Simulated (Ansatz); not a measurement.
**Redistribution: C4H10 + CH2BrI → C4H9I + CH3Br**

Species: C4H10 (isobutane) `CC(C)C`, singlet; CH2BrI `BrCI`, singlet; C4H9I (tert-butyl iodide) `CC(C)(C)I`, singlet; CH3Br (bromomethane) `CBr`, singlet. The partners trade H for I; both sit on C, so the bond types are kept.

Shapes, held fixed at every level: PBE0-D4/def2-TZVP. Programs: Ansatz 0.2.0. The zero-point and thermal change to 298 K, harmonic and unscaled (PBE0-D4/def2-TZVP), is -0.7 kJ/mol.

| level | kind | ΔH(298 K) (kJ/mol) | less CCSD(T)/def2-TZVPP |
| --- | --- | --- | --- |
| HF/def2-TZVPP | Hartree–Fock | -27.2 | +8.2 |
| PBE-D4/def2-TZVPP | GGA | -28.7 | +6.7 |
| r2SCAN-D4/def2-TZVPP | meta-GGA | -33.4 | +2.0 |
| BHLYP-D4/def2-TZVPP | global hybrid | -32.1 | +3.3 |
| wB97X-V/def2-TZVPP | range-separated hybrid | -30.5 | +4.9 |
| CCSD(T)/def2-SVP | coupled cluster or CI | -36.7 | -1.3 |
| CCSD/def2-SVP | coupled cluster or CI | -34.7 | +0.7 |
| CCSD(T)/def2-TZVPP | coupled cluster or CI | -35.4 | 0.0 |

The highest level, CCSD(T)/def2-TZVPP, gives ΔH(298 K) = -35.4 kJ/mol; the levels span -36.7 to -27.2. The column of differences is taken from that level and isn't an error. No measured value is set beside it here. For atoms past krypton def2 sets carry core potentials with scalar relativity. Relativity is left out for Br. Outer-core shells of Br, I are correlated, in sets that cover them unevenly.
